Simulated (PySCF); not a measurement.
**How methods differ on the excitation energy of Tl**

Tl [Xe] 4f14 5d10 6s2 6p1 (2P) → Tl [Xe] 4f14 5d10 6s2 6d1 (2D), as a difference of total energies. All numbers are calculated (PySCF 2.14, scalar relativity by spin-free X2C-1e, in aug-cc-pwCVTZ-DK3 with one added diffuse shell each of s, d, f type (12s10p9d6f1g, 138 functions)). The calculations carry no spin-orbit coupling.

| method | excitation energy (eV) |
| --- | --- |
| UHF | 3.489 |
| M06-2X | 3.617 |
| B97-3 | 3.399 |

For comparison: 3.840 eV (measured; NIST levels, between the centres of gravity of the two terms).
